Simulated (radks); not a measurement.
Problem. The lithium ion Li2+, 1s1. Method: non-relativistic Kohn-Sham, r2SCAN, spin-polarised, spherical densities, point nucleus; meta-GGA in the generalised Kohn-Sham scheme; computed with a radial shooting solver on a logarithmic mesh with Libxc functionals. Every spin shell is full or empty, so the densities are truly spherical. Functionals are evaluated on that one density, not self-consistently. Rank these exchange functionals by their error against the exact value of the orbitals, and give that value: LDA, B88, PBEsol, RPBE, OPTX, AM05, B86b, EV93, APBE, TPSS, SCAN, r2SCAN, TASK.

Solution. Exact: -0.935491 hartree. From best to worst, with 100 (|E| - |E exact|)/|E exact| (equal figures are ties): TPSS +0.03, TASK +0.03, r2SCAN +0.03, SCAN +0.03, RPBE -0.34, APBE -0.49, OPTX -0.56, B88 -0.81, B86b -1.08, EV93 +3.78, PBEsol -6.28, AM05 -10.99, LDA -14.20.
